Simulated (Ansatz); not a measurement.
System: sum formula SiH$_{2}$S$_{2}$Cl, net charge 0, doublet state. It need not be the lowest isomer of its formula. 
Coordinates optimised at B3LYP-D3(BJ)/def2-TZVP (Ansatz, a first-principles code):
```xyz
6

S      1.5754    -0.8381     0.8687
Si    -0.1230     0.3822     0.3880
S     -1.7078    -1.0516     0.1942
Cl     0.2389     1.4666    -1.3589
H      2.4603     0.0779     0.4380
H     -2.6810    -0.1239     0.2257
```
Charge 0, spin multiplicity 2.

Quantity: atomisation energy (electronic, to ground-state atoms), in kcal/mol. Valence correlation only, unless marked. Open shells are spin-unrestricted. Spin-orbit coupling is left out. Non-relativistic unless marked X2C. The coupled-cluster limit lacks core correlation, which all-electron functionals hold. CBS(X,Y): correlation extrapolated as X^-3; Hartree-Fock from the larger set.

| level | program | atomisation energy (kcal/mol) |
|---|---|---|
| HF/cc-pV(T+d)Z | Ansatz | 287.3 |
| HF/cc-pV(Q+d)Z | Ansatz | 288.1 |

**Question.** Predict the CCSD(T)/CBS(cc-pV(T+d)Z,cc-pV(Q+d)Z) result (Ansatz).

**Answer.** 415.9 kcal/mol, so HF/cc-pV(Q+d)Z differs from it by -127.8 kcal/mol.
